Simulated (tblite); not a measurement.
Species: C₃H₉BrSeSi.
Numbering: `[CH3:1][CH2:2][CH2:3][Se:4][SiH2:5][Br:6]` (hydrogens: H7, H8, H9 on C1; H10, H11 on C2; H12, H13 on C3; H14, H15 on Si5)

Computed with GFN2-xTB (tblite), gas phase: L-BFGS steps from a force-field or distance-geometry start until the largest atomic force falls under 0.01 eV/Å.

Geometry at step 63:
```
atom  x, y, z in Å
C1     -2.3914    0.1138    0.0127
C2     -1.1529   -0.0133   -0.8659
C3     -0.0901   -0.8192   -0.1420
Se4     1.5558   -1.0576   -1.2208
Si5     2.9887    0.3357   -0.1437
Br6     2.2718    2.4244   -0.1165
H7     -3.1117    0.7768   -0.4516
H8     -2.8637   -0.8553    0.1533
H9     -2.1151    0.5213    0.9824
H10    -0.7786    0.9821   -1.1151
H11    -1.4091   -0.5152   -1.8012
H12     0.1808   -0.3455    0.8035
H13    -0.4539   -1.8294    0.0485
H14     4.2140    0.3382   -0.9269
H15     3.1510   -0.0488    1.2557
```

Problem. What forces act on the atoms?

Solution. 
```
atom  Fx (eV/Å)  Fy (eV/Å)  Fz (eV/Å)
  C1      0.066     -0.019     -0.043
  C2     -0.006      0.016     -0.037
  C3     -0.079      0.016     -0.029
 Se4      0.051      0.002     -0.007
 Si5      0.134     -0.219     -0.068
 Br6     -0.088      0.109      0.048
  H7     -0.070      0.081     -0.032
  H8      0.024     -0.025      0.069
  H9     -0.076      0.006      0.023
 H10      0.069      0.010      0.048
 H11     -0.009      0.008     -0.034
 H12      0.060     -0.051     -0.011
 H13      0.025     -0.029      0.081
 H14     -0.060      0.011      0.056
 H15     -0.041      0.084     -0.065
```

The largest, 0.27 eV/Å, acts on Si5; the rms over all components is 0.063 eV/Å. The forces sum to zero within rounding, as they must for an isolated molecule in no field.

Problem. Give the force on Si5 in Eh/bohr and in nN.

Solution. 0.266 eV/Å ÷ 51.422 = 0.00517 Eh/bohr, and 0.266 eV/Å × 1.602 = 0.43 nN.

Problem. How far is this geometry from the end of the optimisation?

Solution. 0.035 eV above it, and 0.209 Å rms away after alignment. The bonds farthest from their final lengths, with half the difference of the two atoms' forces along the bond (positive lengthens):

| bond | now (Å) | final (Å) | force along bond (eV/Å) |
| --- | --- | --- | --- |
| Si5–Br6 | 2.208 | 2.221 | +0.19 |
| C3–Se4 | 1.982 | 1.987 | +0.05 |
| Si5–H14 | 1.454 | 1.450 | -0.11 |
| Si5–H15 | 1.460 | 1.457 | -0.05 |
| C1–H7 | 1.084 | 1.087 | +0.07 |
| Se4–Si5 | 2.270 | 2.268 | -0.06 |

The angle farthest from its final value is Br6–Si5–H15, 105.9° against 103.2°.

The cost below is that of the whole relaxation. The run took 1.3 s wall on an Arm Neoverse N1 with one thread, shared host with 64 logical CPUs at a one-minute load of 62.
